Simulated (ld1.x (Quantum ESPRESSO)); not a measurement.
# Before and after: TM potential for gold

ld1.x (Quantum ESPRESSO) 7.5 input, shortened:

```
&input
   title='Au', zed=79., rel=1, dft='PBE', iswitch=3,
   config='[Xe] 4f14 5d10 6s1 6p0'
 /
 &inputp
   pseudotype=2, tm=.true., lloc=1,
   nlcc=.true., new_core_ps=.true.
 /
3
6S  1  0   1.00   0.00  2.10  2.10  0.0
5D  3  2  10.00   0.00  1.55  1.55  0.0
6P  2  1   0.00   0.00  2.55  2.55  0.0
 &test
   configts(1)='5d10 6s1 6p0'
 /
```

All-electron outer shells of the reference configuration (PBE, scalar-relativistic, ld1.x):

```json
{"shell": "4f", "level (eV)": "-81.12", "outermost node (bohr)": "–", "outermost maximum (bohr)": "0.37"}
{"shell": "5p", "level (eV)": "-59.78", "outermost node (bohr)": "0.52", "outermost maximum (bohr)": "0.96"}
{"shell": "5d", "level (eV)": "-6.88", "outermost node (bohr)": "0.56", "outermost maximum (bohr)": "1.21"}
{"shell": "6s", "level (eV)": "-5.76", "outermost node (bohr)": "1.11", "outermost maximum (bohr)": "2.32"}
{"shell": "6p", "level (eV)": "-0.77", "outermost node (bohr)": "1.32", "outermost maximum (bohr)": "3.64"}
```

Change: all radii but the core radius scaled by about 0.92 (s 1.92, p 2.34, d 1.42 bohr).

Cutoffs: the cutoffs (Ry, on a coarse ladder) from which the occupation-weighted sum of valence levels, in a spherical-Bessel basis at the reference potential, stays within 10 and 1 mRy of its value at 400 Ry; they do not see the model core or the augmentation charge, which bear on the density cutoff. Errors are all-electron minus pseudo energies relative to the spin-unpolarised reference configuration.

How do hardness, ghosts and transferability respond?

The potential gets neither clearly harder nor softer (45 Ry and 70 Ry → 45 Ry and 80 Ry); the d channel sets the loose cutoff, while the largest relative change is in s, which becomes harder; of the 7 tests that both files solve, the error grows in 0 and shrinks in 4 by more than 15 % and 0.3 meV (median size 93.0 → 16.8 meV); neither file shows a bound ghost at the reference potential, the only one tested. Less of the atom is replaced, so other configurations are described better.

| quantity | base | changed |
| --- | --- | --- |
| cutoff, loose | 45 Ry | 45 Ry |
| cutoff, tight | 70 Ry | 80 Ry |
| loose cutoff by channel (10 mRy a level) | s 8 Ry, d 35 Ry | s 12 Ry, d 35 Ry |
| bound ghosts | none | none |
| error for 5d10 6s0 6p0, meV [ΔE 9.41 eV] | -19 | -17 |
| error for 5d9 6s0 6p0, meV [ΔE 30.62 eV] | -158 | -154 |
| error for 5d8 6s0 6p0, meV [ΔE 64.49 eV] | -661 | -654 |
| error for 5d9 6s2 6p0, meV [ΔE 1.69 eV] | -93 | -13 |
| error for 5d9 6s1 6p0, meV [ΔE 12.12 eV] | -88 | +43 |
| error for 5d10 6s0 6p1, meV [ΔE 5.25 eV] | -7.0 | -5.7 |
| error for 5d9 6s1 6p1, meV [ΔE 7.50 eV] | -107 | -15 |

Changed file: These tests converged, but a pseudo level misses the all-electron one widely, so the file describes the atom poorly there or has found another state: 5d8 6s0 6p0: empty 6s by 3.8 eV (a node warning on the way).
